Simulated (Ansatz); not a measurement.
```yaml
crystal:
  periodic: [false, false, false]
  atoms:
    - {symbol: C, position_ang: [-0.514908, 0.237700, 2.416169]}
    - {symbol: N, position_ang: [0.475174, -0.646504, 1.805108]}
    - {symbol: C, position_ang: [0.661801, -1.883611, 2.398072]}
    - {symbol: Sn, position_ang: [0.690632, -0.441216, -0.230992]}
    - {symbol: N, position_ang: [1.042310, 1.439838, -0.514611]}
    - {symbol: C, position_ang: [0.909979, 2.012024, -1.819103]}
    - {symbol: C, position_ang: [1.891371, 2.116324, 0.407372]}
    - {symbol: N, position_ang: [-0.968395, -0.776453, -1.365072]}
    - {symbol: C, position_ang: [-2.076599, 0.048846, -1.257673]}
    - {symbol: C, position_ang: [-1.311941, -2.120732, -1.923316]}
    - {symbol: H, position_ang: [-1.570753, -0.239643, 2.423809]}
    - {symbol: H, position_ang: [-0.225074, 0.447533, 3.429061]}
    - {symbol: H, position_ang: [-0.643117, 1.115440, 1.798500]}
    - {symbol: H, position_ang: [-0.319296, -2.481591, 2.516928]}
    - {symbol: H, position_ang: [0.950452, -1.753841, 3.504128]}
    - {symbol: H, position_ang: [1.310746, -2.510440, 1.937704]}
    - {symbol: H, position_ang: [1.881826, -1.688983, -0.706145]}
    - {symbol: H, position_ang: [1.951161, 2.076071, -2.304767]}
    - {symbol: H, position_ang: [0.257615, 1.510681, -2.453551]}
    - {symbol: H, position_ang: [0.585519, 3.063283, -1.779659]}
    - {symbol: H, position_ang: [2.908955, 2.147766, -0.062158]}
    - {symbol: H, position_ang: [1.609527, 3.183121, 0.509024]}
    - {symbol: H, position_ang: [1.896835, 1.670156, 1.331789]}
    - {symbol: H, position_ang: [-2.626188, 0.184207, -2.189501]}
    - {symbol: H, position_ang: [-2.838449, -0.368787, -0.565456]}
    - {symbol: H, position_ang: [-1.868296, 1.015245, -0.903159]}
    - {symbol: H, position_ang: [-1.954311, -2.695298, -1.221515]}
    - {symbol: H, position_ang: [-1.780453, -2.079756, -2.873327]}
    - {symbol: H, position_ang: [-0.317421, -2.763431, -2.055317]}
basis:
  gaussian: {orbitals: ANO-RCC-VTZP}
hamiltonian: {xc: {name: HF}}
correlation: {active_space: {window: {electrons: 3, orbitals: 2}}}
output: {forces: true}
```

```sh
$ ansatz run in.yaml --threads 11 --pin off --events-out ev --progress --plain --max-ram 120832MiB --backend cuda --devices 0, --max-vram 75GiB
```

Output, abridged:

```
Functional definition: HF
3581 factors; integrals over basis functions are off by at most 1.1e-3 eV
mean field evaluation 1: about -178921.3995 eV, gradient 6.0e1 eV
mean field evaluation 2: about -178921.6871 eV, gradient 6.0e1 eV
mean field evaluation 4: about -178930.7676 eV, gradient 8.0e0 eV
mean field evaluation 8: about -178930.9446 eV, gradient 3.8e-1 eV
mean field -178930.94523623 eV, -6575.5909536807 hartree, gradient 4.5e-6 eV, S^2 0.000000; 0 other end points of the search recorded, 0 dependent functions left out
reference -178930.94523623 eV, -6575.5909536807 hartree; 63, 63 occupied and 541, 541 virtual orbitals, 3581 factors
Error: 3 electrons in 2 orbitals form no window around the highest filled level of the reference
```

**Question.** Something in this input is off. What?

**Answer.** The active space doesn't fit the electrons. The run stopped with an error.
